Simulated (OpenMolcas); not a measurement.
Ce3+ in a ligand field

Ce3+ with 8 ligands (fluoride) in cubic eightfold coordination (Oh) at 2.45 Å. A charge of +0.625 e stands 2.6 Å behind each ligand. Ligand basis ANO-RCC-VDZP.

```json
{
 "Program": "OpenMolcas",
 "Method": "CASSCF",
 "Basis": "ANO-RCC-VDZP [7s6p4d2f1g]",
 "Scalar Hamiltonian": "DKH2, point nucleus",
 "Active space": "1 electron in 7 orbitals (4f)",
 "State averaging": "2S+1 = 2 odd, 7 roots",
 "Spin-orbit coupling": "RASSI with atomic mean-field integrals over the reference wave functions"
}
```

The lowest spin-free states (labels of O, the rotations of Oh), above the lowest:

```tsv
State	Degeneracy	E (cm-1)	Free-ion L (%)
2T2	3	0.0	F (100)
2T1	3	17.9	F (100)
2A2	1	1423	F (100)
```

The lowest levels with spin-orbit coupling:

```csv
E (cm-1),Degeneracy,Label,2S+1,J,|mJ| (%),g
0.0,4,Γ8,2,2.50,1/2 (50),
409.1,2,Γ7,2,2.56,3/2 (80),1.43 1.43 1.43
2375,4,Γ8,2,3.50,3/2 (38),
2376,2,Γ6,2,3.50,1/2 (58),2.65 2.65 2.65
3366,2,Γ7,2,3.43,5/2 (71),3.43 3.43 3.43
```

Powder χT (cm3 K/mol): 0.493 at 2 K, 0.5 at 10 K, 0.538 at 50 K, 0.584 at 100 K, 0.659 at 200 K, 0.704 at 300 K. The effective moment at 300 K is 2.828 √(χT) = 2.37 μB.

Hund's rules give f1 the level 2F5/2 with g = 0.857, so an isolated free-ion multiplet has χT = g² J(J+1) / 8 = 0.804 cm3 K/mol. The computed 0.704 at 300 K differs by -12 %, through the field's splitting, the mixing of terms and any other multiplet in reach.

Stevens parameters of the J = 5/2 multiplet, which is 409 cm-1 wide (cm-1, z along the main axis): B40 = -1.128e+00, B44 = -5.742e+00.

Metal share of the active 4f orbitals (Löwdin): 99, 100, 100, 100, 100, 100, 100 %; Mulliken charge of the metal 2.48.

No measured value stands beside these numbers; the geometry is a model, was not optimised and need not be the one that this ion takes.

The RASSCF and RASSI steps took 23 s on 1 thread of Arm Neoverse V2, with other jobs on the host; the integral step is not counted.
